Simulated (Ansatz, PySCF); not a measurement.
Reaction (SMILES): COBOC -> [BH]OC + C[O] (the B-O bond at the site shown breaks; other sites are not compared here)
Geometries: B3LYP-D3(BJ)/def2-TZVP minima from Ansatz (a program for electronic structure), one conformer each, not searched for the lowest. Frequencies are from Ansatz or PySCF.

Quantity: bond dissociation energy (enthalpy at 298 K, with B3LYP-D3(BJ) rigid-rotor harmonic-oscillator terms), in kcal/mol. Correlated levels leave the core frozen unless marked. UHF or UKS for open shells. Spin-orbit coupling is left out. No relativistic terms. Basis-set limits of correlation are two-point, X^-3; Hartree-Fock from the larger set. [CCSD(T)-MP2]/basis is that difference in the basis named.

```tsv
level	program	bond dissociation energy (kcal/mol)
PBE/def2-TZVPD	Ansatz	128.5
BLYP-D4/def2-TZVPD	Ansatz + dftd4	127.5
B97M-V/def2-TZVPD	Ansatz	132.3
B3LYP-D4/def2-TZVPD	Ansatz + dftd4	130.1
PBE0/6-31G*	Ansatz	132.4
BHLYP-D4/def2-TZVPD	Ansatz + dftd4	129.2
HSE06-D3(BJ)/def2-TZVPD	Ansatz + dftd3	130.4
B2GP-PLYP/def2-TZVPD	Ansatz	134.8
SCS-MP2/STO-3G	Ansatz	133.6
SCS-MP2/cc-pwCVTZ	Ansatz	141.8
CCSD/6-31G*	Ansatz	132.2
CCSD/cc-pwCVTZ	Ansatz	134.1
CCSD(T)/6-31G	Ansatz	123.3
CCSD(T)/6-31G*	Ansatz	133.7
RI-MP2/CBS(cc-pVTZ,cc-pVQZ)+[CCSD(T)-MP2]/cc-pVTZ	Ansatz	138.8
```
